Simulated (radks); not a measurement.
The numbers below are computed, except where a source is named.
Problem. Species: Nb. Configuration: [Kr] 4d4 5s1. Code: a radial shooting solver on a logarithmic mesh with Libxc functionals. Model: Dirac Kohn-Sham, exchange-only LDA, spin-unpolarised, spherical densities, point nucleus; open shells are shared between the two j in proportion to 2j + 1.

Spin-orbit splittings of the eigenvalues, e(l+1/2) - e(l-1/2), with zeta = 2 splitting/(2l+1) and mean radii in bohr:

| shell | occ. | splitting (eV) | zeta (eV) | <r> j=l-1/2 | <r> j=l+1/2 |
|---|---|---|---|---|---|
| 2p | 6 | 95.60 | 63.73 | 0.1347 | 0.1392 |
| 3p | 6 | ? | ? | 0.4393 | 0.4499 |
| 3d | 10 | 2.887 | 1.155 | 0.4315 | 0.4350 |
| 4p | 6 | 2.132 | 1.421 | 1.282 | 1.315 |
| 4d | 4 | 0.1515 | 0.06062 | 2.248 | 2.288 |

Estimate the 3p splitting.

Solution. 15.50 eV (zeta = 10.33 eV).
